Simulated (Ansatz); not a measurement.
Name a neutral molecule of Ag, F, O, P and H with HOMO energy (PBE/def2-TZVPP) between -5.70 and -5.40 eV and HOMO–LUMO gap (PBE0/def2-TZVPP) between 5.35 and 5.65 eV (Ansatz, PBE0-D4/def2-TZVP geometry).

`[OH][Ag-][P+](F)(F)F` (-5.62 eV, 5.39 eV). Other molecules can fit too; these were computed, each in one conformer that needn't be the lowest.
